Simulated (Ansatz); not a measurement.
CH4F2OSi (`OC[SiH](F)F`) at its PBE0-D4/def2-TZVP geometry, where that method's forces vanish. Charge 0, multiplicity 1.

```xyz
9

O     0.8423    0.9187   -1.2299
C     0.0290   -0.1880   -0.8723
Si   -0.4618   -0.1571    0.9289
F    -1.4466    1.0484    1.2349
F     0.8725    0.1165    1.7575
H     1.6027    0.9458   -0.6427
H     0.5126   -1.1480   -1.1113
H    -0.8673   -0.1368   -1.4978
H    -1.0834   -1.3996    1.4327
```

(1) What forces (eV/Å) does PBE-D4/def2-TZVPP give on these atoms in Ansatz 0.2.0? (An estimate is asked.)

Answers

(1) The calculation gave: 
```
O1  -0.060  0.438 -0.446
C2  -0.123 -0.209  0.096
Si3 -0.124 -0.445 -0.298
F4  -0.438  0.515  0.127
F5   0.569  0.097  0.350
H6   0.365  0.012  0.291
H7   0.078 -0.236 -0.059
H8  -0.183 -0.001 -0.139
H9  -0.082 -0.170  0.077
```
